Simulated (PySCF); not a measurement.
Geometries of 2 isomers of C2H6O2S2W (singlet state), from PySCF 2.14.0, PBE0-D3(BJ)/def2-SVP geometry optimisation, gas phase, def2 core potentials past Kr. One conformer each, no zero-point energy, no frequencies.

Task: Which isomer lies lower at this level?
A.
```xyz
13
angstrom
W      0.101   -0.511    0.802
O      0.307   -0.712    2.482
O      1.627   -0.646    0.049
S     -0.751    1.627    0.371
C      0.596    2.695    0.998
H      0.742    2.539    2.075
H      0.279    3.731    0.822
H      1.532    2.502    0.457
S     -1.358   -2.125    0.001
C     -0.828   -2.256   -1.747
H     -0.800   -1.275   -2.238
H     -1.574   -2.886   -2.248
H      0.158   -2.735   -1.802
```
B.
```xyz
13
angstrom
W      0.461    0.009    0.378
S      0.531    0.134    2.512
S      2.473   -0.033   -0.339
O     -0.393    1.507   -0.296
C     -0.379    2.906   -0.299
H     -0.468    3.292    0.729
H     -1.230    3.267   -0.897
H      0.559    3.276   -0.745
O     -0.401   -1.544   -0.140
C     -0.297   -2.938   -0.205
H      0.664   -3.231   -0.658
H     -1.122   -3.326   -0.822
H     -0.367   -3.372    0.805
```

Result: B. That is `C[O][W](=[S])(=[S])[O]C` (WS2(OMe)2), 4.2 kcal/mol below the other.

| SMILES | atoms numbered as above | E (Eh) | relative (kcal/mol) | relative (kJ/mol) | dipole (D) |
| --- | --- | --- | --- | --- | --- |
| C[O][W](=[S])(=[S])[O]C | – | -1092.96092 | 0.0 | 0.0 | 2.94 |
| C[S][W](=[O])(=[O])[S]C | – | -1092.95425 | 4.2 | 17.5 | 2.93 |
